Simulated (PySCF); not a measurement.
3-silylpropylsilane (C3H12Si2), SMILES C(C[SiH3])C[SiH3].

The structure is a stationary point at ωB97X-D3(BJ)/def2-SVP. One conformer was computed; it need not be the lowest.

All values below come from PBE/def2-TZVP in PySCF.

```yaml
total_energy: -700.08372 hartree
point_group: C2
highest_occupied_level: -7.13 eV
lowest_empty_level: -0.32 eV
orbital_gap: 6.81 eV
dipole_moment: 1.09 D
quadrupole, principal values (traceless, Buckingham form, about the centre of nuclear charge): -4.08, 1.28, 2.81 D·Å
mean_static_polarisability: 93.7 bohr³ (13.88 Å³)
polarisability_principal_values: 84.5, 90.2, 106.4 bohr³
```
